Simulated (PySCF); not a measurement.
**TDDFT excited states: [C5H6F3]+**

C5H6F3 (charge +1).
Cartesian coordinates in Å at the GFN2-xTB level; atoms count from 1:
```xyz
14
C5H6F3 angstrom
C      2.6089    0.5631    0.2463
C      1.5295    0.0006   -0.3714
C      0.3204   -0.1615    0.3022
C     -0.8778   -0.7183   -0.2868
C     -2.1375    0.1594    0.0126
F     -2.0258    1.3225   -0.6181
F     -2.2456    0.4010    1.3134
F     -3.2298   -0.4482   -0.4052
H      2.5716    0.8895    1.2780
H      3.5431    0.7096   -0.2794
H      1.6025   -0.3163   -1.4059
H      0.2551    0.1649    1.3397
H     -1.1048   -1.6752    0.2172
H     -0.8106   -0.8916   -1.3648
```

The calculation used PySCF 2.14.0, density-fitted response routines, TDDFT wB97X-D/def2-SVPD, vertical, gas phase, core orbitals frozen in the response.

```json
{"state": "S1", "E (eV)": "4.95", "E (kJ/mol)": "477", "λ (nm)": "250.7", "f": "0.250", "|μ| (D)": "3.65", "main configurations (H = HOMO, L = LUMO)": "H→L (68%), H-1→L (16%), H-5→L (11%)"}
{"state": "S2", "E (eV)": "5.22", "E (kJ/mol)": "504", "λ (nm)": "237.5", "f": "0.181", "|μ| (D)": "3.03", "main configurations (H = HOMO, L = LUMO)": "H-5→L (54%), H→L (25%), H-1→L (13%)"}
{"state": "S3", "E (eV)": "5.58", "E (kJ/mol)": "539", "λ (nm)": "222.1", "f": "0.110", "|μ| (D)": "2.28", "main configurations (H = HOMO, L = LUMO)": "H-1→L (57%), H-5→L (23%)"}
{"state": "S4", "E (eV)": "5.92", "E (kJ/mol)": "571", "λ (nm)": "209.5", "f": "0.0032", "|μ| (D)": "0.38", "main configurations (H = HOMO, L = LUMO)": "H-6→L (50%), H-4→L (26%)"}
{"state": "S5", "E (eV)": "6.34", "E (kJ/mol)": "612", "λ (nm)": "195.5", "f": "0.0017", "|μ| (D)": "0.26", "main configurations (H = HOMO, L = LUMO)": "H-2→L (91%)"}
{"state": "S6", "E (eV)": "6.49", "E (kJ/mol)": "627", "λ (nm)": "190.9", "f": "0.011", "|μ| (D)": "0.66", "main configurations (H = HOMO, L = LUMO)": "H-3→L (80%)"}
{"state": "S7", "E (eV)": "6.95", "E (kJ/mol)": "670", "λ (nm)": "178.4", "f": "0.0023", "|μ| (D)": "0.30", "main configurations (H = HOMO, L = LUMO)": "H-4→L (51%), H-6→L (26%)"}
{"state": "S8", "E (eV)": "7.25", "E (kJ/mol)": "700", "λ (nm)": "170.9", "f": "0.0021", "|μ| (D)": "0.27", "main configurations (H = HOMO, L = LUMO)": "H-7→L (30%), H-9→L (25%), H-4→L (12%)"}
```

Triplets, Tamm–Dancoff:

```csv
state,E (eV),λ (nm),"main configurations (H = HOMO, L = LUMO)"
T1,2.69,460.7,"H→L (75%), H-1→L (20%)"
T2,4.72,262.9,"H-1→L (51%), H-5→L (29%), H→L (11%)"
T3,5.04,245.9,"H-5→L (56%), H-1→L (18%), H→L (8%)"
```

The lowest singlet comes at 251 nm (477 kJ/mol) in the ultraviolet; it is strong; its leading configuration is HOMO→LUMO (68%). The lowest level is also the most intense of those listed (f = 0.250). Löwdin shares by element: HOMO carbon 65% or more (atoms not listed hold the other 35%); LUMO carbon 85% or more. Orbital energies (eV): HOMO-3 -18.47, HOMO-2 -18.09, HOMO-1 -17.72, HOMO -16.85, LUMO -8.04, LUMO+1 -3.32, LUMO+2 -1.87. The listed states span 2.31 eV, and the widest gap between neighbours is 0.45 eV (S6 to S7). The oscillator strengths of these states sum to 0.560; summed over the whole spectrum of an exact calculation they would give the number of electrons, 62 (Thomas–Reiche–Kuhn). No computed singlet lies in the visible range (380 to 750 nm); the lowest, at 251 nm, stands 1.68 eV above its violet end (3.26 eV); a Tamm–Dancoff triplet lies at 461 nm, without intensity as long as spin–orbit coupling is left out. Only the lowest 8 singlets were computed, as vertical energies without vibronic structure.

One conformer stands for the species.
